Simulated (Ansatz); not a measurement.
C3H11NO2Zr, SMILES `C[N](C)[Zr]([CH3])([OH])[OH]`, relaxed with RKS PBE0-D4/def2-TZVP in Ansatz 0.2.0 from a GFN2-xTB geometry. The force threshold is 0.005 eV/Å; the program also tests the step.

Total charge 0; spin multiplicity 1. Zr: def2 effective core potential.

Start:

```xyz
18

C    -1.591    0.652    0.846
N    -0.192    1.007    0.625
C    -0.117    2.174   -0.255
Zr    0.731   -0.475   -0.416
C     0.893   -2.247    0.941
O    -0.460   -1.049   -1.782
O     2.409    0.137   -1.072
H    -2.118    1.470    1.365
H    -1.640   -0.244    1.480
H    -2.133    0.460   -0.108
H     0.939    2.449   -0.393
H    -0.640    3.035    0.198
H    -0.590    1.980   -1.250
H    -0.069   -2.782    1.033
H     1.185   -1.930    1.958
H     1.641   -2.983    0.605
H    -0.836   -1.940   -1.767
H     2.588    0.287   -2.009
```

| step | energy (eV) | largest force (eV/Å) | largest move (Å) |
| --- | --- | --- | --- |
| 1 | -10152.0939 | 1.618 | 0.000 |
| 2 | -10152.3752 | 0.560 | 0.191 |
| 3 | -10152.4834 | 0.601 | 0.192 |
| 4 | -10152.6241 | 0.424 | 0.200 |
| 5 | -10152.7305 | 0.562 | 0.200 |
| 6 | -10152.8048 | 0.166 | 0.200 |
| 7 | -10152.8300 | 0.226 | 0.200 |
| 8 | -10152.8358 | 0.436 | 0.141 |
| 9 | -10152.8454 | 0.092 | 0.033 |
| 10 | -10152.8488 | 0.073 | 0.060 |
| 11 | -10152.8495 | 0.058 | 0.040 |
| 13 | -10152.8530 | 0.088 | 0.063 |
| 15 | -10152.8556 | 0.062 | 0.059 |
| 17 | -10152.8568 | 0.073 | 0.040 |
| 19 | -10152.8579 | 0.357 | 0.135 |
| 21 | -10152.8598 | 0.033 | 0.020 |
| 23 (rejected) | -10152.8261 | 1.718 | 0.147 |
| 25 (rejected) | -10152.8611 | 0.352 | 0.067 |
| 27 | -10152.8631 | 0.022 | 0.037 |
| 29 | -10152.8642 | 0.149 | 0.062 |
| 31 | -10152.8652 | 0.039 | 0.030 |
| 33 | -10152.8659 | 0.057 | 0.040 |
| 35 | -10152.8661 | 0.009 | 0.013 |
| 36 | -10152.8661 | 0.003 | 0.004 |

End:

```xyz
18

C    -1.977    0.723    0.270
N    -0.565    0.807   -0.009
C    -0.019    2.111    0.279
Zr    0.533   -0.745   -0.715
C     1.235   -1.774    1.150
O    -0.626   -2.015   -1.603
O     2.132   -0.077   -1.574
H    -2.190    0.914    1.332
H    -2.364   -0.270    0.027
H    -2.551    1.456   -0.317
H     1.048    2.147    0.042
H    -0.135    2.371    1.341
H    -0.517    2.897   -0.308
H     0.390   -2.116    1.759
H     1.838   -1.103    1.772
H     1.851   -2.651    0.917
H    -0.957   -2.680   -2.198
H     2.875    0.006   -2.164
```

It took 4.2 min on 2 threads of an AMD EPYC 7R13 on a shared host and a share of an NVIDIA H100 80 GB, with 0.94 GiB of host memory at the peak.
